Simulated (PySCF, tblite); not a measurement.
Isomers of C6H4NS (doublet state), one GFN2-xTB conformer each. Single-point energies are computed at B3LYP/pcH-1 (PySCF, gas phase, no added dispersion term), electronic only. GFN2-xTB treats the open shell by occupation alone, and not every SCF solution was tested for stability.

Task: Rank them by B3LYP/pcH-1 energy, lowest first (kcal/mol).
A. `[H]/[C:1]=[CH:2]\[C:3](=[S:4])[C:5]#[C:6]/[CH:7]=[N:8]/[H]` (doublet state) with C1–C2–C3–S4 -137°
B. `[H]/[N:8]=[CH:7]\[C:6]=[CH:5]/[C:3]([C:2]#[CH:1])=[S:4]` (doublet state) with C2–C3–C5–C6 4°

Result: B (0.0), A (11.7).

GFN2-xTB itself gives, in the same order: 0.0, 15.8. Both levels put the same isomer lowest.

Task: What happens when harmonic zero-point energies from GFN2-xTB frequencies are added?

Result: 
```csv
SMILES,ZPE (kcal/mol),electronic (kcal/mol),with ZPE (kcal/mol)
[H]/N=C\[C]=C/C(=S)C#C,46.6,0.0,0.0
[H]/[C]=C\C(=S)C#C/C=N/[H],46.2,11.7,11.3
```

The zero-point energies span 0.4 kcal/mol. The order is unchanged.
